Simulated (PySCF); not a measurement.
## Telling isomers of C8H12O3 apart by NMR

Method: GFN2-xTB geometry, PBE0/pcSseg-1 with gauge-including orbitals, in PySCF 2.14.0 with density-fitted response routines (relativity neglected, averaged over atoms made equivalent by symmetry, fast rotation or ring inversion, single conformer, isolated molecule).

Referencing at the same level of theory: 1H, 13C against TMS. Where no couplings were computed, multiplicities follow the n + 1 count of equivalent neighbours, and m marks all less simple cases (inequivalent or close neighbours, rings, F or P nearby). Shifts are as computed. Against solution values, carbons near 30 ppm lie about +3 ppm off and those near 130 ppm about +5 ppm. Of 1211 compounds with measured shifts, 218 miss one by over three times the rms of a fit or turn the order of signals round; such compounds aren't used in these exercises.

(1) Tabulate the signals of `C[C@@]1(OC=O)C[C@@H]2CC[C@H]1O2`, `COC1=COC=C(C(C)C)O1`, `COC1=CC(=O)[C@@H](OC)CC1` and their relative energies.

(2) What is the quickest way to tell C[C@@]1(OC=O)C[C@@H]2CC[C@H]1O2 from COC1=COC=C(C(C)C)O1?

(3) What is the quickest way to tell COC1=COC=C(C(C)C)O1 from COC1=CC(=O)[C@@H](OC)CC1?

(4) What is the quickest way to tell C[C@@]1(OC=O)C[C@@H]2CC[C@H]1O2 from COC1=CC(=O)[C@@H](OC)CC1?

Results:

(1) 
```tsv
SMILES	carbon types	δC	δH	E rel. (kcal/mol)
C[C@@]1(OC=O)C[C@@H]2CC[C@H]1O2	1×C 3×CH 3×CH2 1×CH3	165.7, 88.2, 85.0, 79.0, 49.2, 33.1, 25.7, 25.5	8.01 (s, 1H), 4.91 (m, 1H), 4.38 (m, 1H), 1.78 (m, 1H), 1.77 (m, 1H), 1.76 (m, 1H), 1.70 (m, 1H), 1.63 (s, 3H), 1.51 (m, 1H), 1.33 (m, 1H)	0.0
COC1=COC=C(C(C)C)O1	2×C 3×CH 3×CH3	159.0, 146.3, 128.9, 111.7, 53.9, 34.9, 22.1	5.57 (s, 1H), 5.52 (s, 1H), 3.73 (s, 3H), 1.86 (sept, 1H), 1.14 (d, 6H)	53.6
COC1=CC(=O)[C@@H](OC)CC1	2×C 2×CH 2×CH2 2×CH3	203.4, 184.6, 105.8, 84.4, 62.0, 56.6, 34.0, 33.4	5.07 (s, 1H), 4.07 (s, 3H), 3.81 (s, 3H), 3.33 (m, 1H), 2.62 (m, 1H), 2.35 (m, 1H), 2.00 (m, 1H), 1.87 (m, 1H)	22.2
```

Energies are electronic energies at PBE0/pcSseg-1 on these geometries, without zero-point or thermal terms, each for the one conformer computed, which needn't be the lowest.

(2) Count the carbon signals: 8 against 7. The first has an sp3 CH2 in a ring at 49.2 ppm, the second an alkene carbon bearing oxygen (C) at 159.0 ppm. Their most deshielded carbons lie at 165.7 and 159.0 ppm. In the proton spectra the most deshielded non-exchanging signals are 8.01 (s, 1H) and 5.57 (s, 1H).

(3) Count the carbon signals: 7 against 8. The first has an allylic sp3 CH at 34.9 ppm, the second an sp3 CH2 in a ring at 34.0 ppm. Their most deshielded carbons lie at 159.0 and 203.4 ppm. In the proton spectra the most deshielded non-exchanging signals are 5.57 (s, 1H) and 5.07 (s, 1H).

(4) Both give the same number of carbon signals, but DEPT or the intensities differ. The first has a fully substituted sp3 carbon bonded to O (C) at 88.2 ppm, the second a ketone carbonyl carbon (C) at 203.4 ppm. Their most deshielded carbons lie at 165.7 and 203.4 ppm. In the proton spectra the most deshielded non-exchanging signals are 8.01 (s, 1H) and 5.07 (s, 1H).
